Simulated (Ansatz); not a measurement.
System: tris(ethenyl)silane, C₆H₁₀Si, charge 0, multiplicity 1. SMILES: C=C[SiH](C=C)C=C
Structure (B3LYP-D3(BJ)/def2-TZVP (Ansatz, a quantum-chemistry and plane-wave program) minimum search):
```
Si
H 1 1.4869
C 1 1.8649 2 107.37
C 3 1.3317 1 123.81 2 4.24
H 4 1.0851 3 121.65 1 0.60
H 4 1.0854 5 115.92 3 179.95
H 3 1.0884 4 117.93 5 179.69
C 1 1.8659 2 110.10 5 117.11
C 8 1.3315 1 124.16 2 -113.48
H 9 1.0848 8 121.73 1 -0.10
H 9 1.0853 10 115.95 8 -179.59
H 8 1.0885 9 117.74 10 -179.63
C 1 1.8675 2 108.74 5 -122.98
C 13 1.3318 1 124.32 2 -132.48
H 14 1.0849 13 121.76 1 0.85
H 14 1.0853 15 115.90 13 179.84
H 13 1.0885 14 117.80 15 179.72
```
Charge 0, spin multiplicity 1.

Atomisation energy built up term by term with Ansatz (kcal/mol; UHF references for open shells; valence terms freeze the core; atomic spin-orbit terms are left out). CBS marks a two-point X^-3 extrapolation of the correlation energy; Hartree-Fock from the larger set.

```json
[
 {"term": "Hartree-Fock", "basis": "cc-pV(Q+d)Z", "kcal/mol": "1260.20"},
 {"term": "CCSD correlation", "basis": "CBS(cc-pV(T+d)Z,cc-pV(Q+d)Z)", "kcal/mol": "383.58"},
 {"term": "(T)", "basis": "CBS(cc-pV(T+d)Z,cc-pV(Q+d)Z)", "kcal/mol": "27.50"},
 {"term": "core correlation", "basis": "cc-pwCVTZ", "kcal/mol": "6.78"},
 {"term": "scalar relativity (X2C)", "basis": "cc-pVTZ-DK against cc-pVTZ", "kcal/mol": "-1.65"},
 {"term": "sum: De", "basis": "", "kcal/mol": "1676.4"}
]
```

(T) makes 1.6 % of the CCSD(T) atomisation energy; under 5 % is typical of single-reference molecules.
